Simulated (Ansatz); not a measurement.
The first iterations of a band of AlH3O + H4OSn (11 atoms, charge 0, multiplicity 1).

Method: RKS BLYP/def2-SVP in Ansatz.

```yaml
movable_images: 2
climbing_image: yes
spring: 5.0 eV/Å²
optimiser: quadratic models (default)
start_path: through a guess of the saddle point
force_threshold: 0.03 eV/Å
iteration_limit: 60
end_points: relaxed
```

Image 0:

```xyz
11
Properties=species:S:1:pos:R:3
Sn -0.016 0.646 -0.156
O -0.327 -0.144 1.720
H -1.236 0.039 2.033
H 1.680 0.459 -0.372
H -0.485 2.317 -0.030
H -1.003 -0.186 -1.308
O 0.431 -2.544 0.776
Al 0.886 -4.133 1.236
H 1.420 -5.060 0.059
H 0.752 -4.635 2.747
H 0.100 -1.807 1.357
```

Image 3:

```xyz
11
Properties=species:S:1:pos:R:3
Sn 0.203 -0.336 -0.420
O 0.066 0.197 2.547
H -0.889 0.214 2.758
H 1.564 0.681 -0.125
H -1.356 0.389 -0.236
H 0.315 -1.084 -1.993
O 0.290 -1.935 0.864
Al 0.536 -3.641 0.794
H 0.821 -4.360 -0.602
H 0.442 -4.420 2.178
H 0.211 -0.752 2.299
```

| iteration | highest image above the first end (eV) | largest band force component (eV/Å) |
| --- | --- | --- |
| 1 | 1.967 | 2.934 |
| 2 | 0.810 | 1.805 |
| 3 | 0.720 | 5.464 |
| 4 | 0.453 | 0.754 |
| 5 | 0.357 | 0.366 |
| 6 | 0.579 | 0.708 |
| 7 | 0.560 | 0.329 |
| 8 | 0.572 | 0.288 |
| 9 | 0.553 | 0.195 |
| 10 | 0.540 | 0.136 |
| 11 | 0.530 | 0.102 |
| 12 | 0.521 | 0.065 |

Does the band converge within its limit, and where does its top end?

The run converged. It ended after 36 iterations with the highest image 0.491 eV above the first end. Another band between the same ends (7 images) ends at a top of the same energy, where a vibrational analysis finds 1 clearly imaginary mode. So few images can step over the top or miss a turn of the path. The orbitals stay closed-shell, which can raise the energy where a bond breaks towards radicals; this wasn't checked here.

Time of the run: 2.9 min on 2 threads of Arm Neoverse V1, with other jobs on the host, peak memory 0.15 GiB.
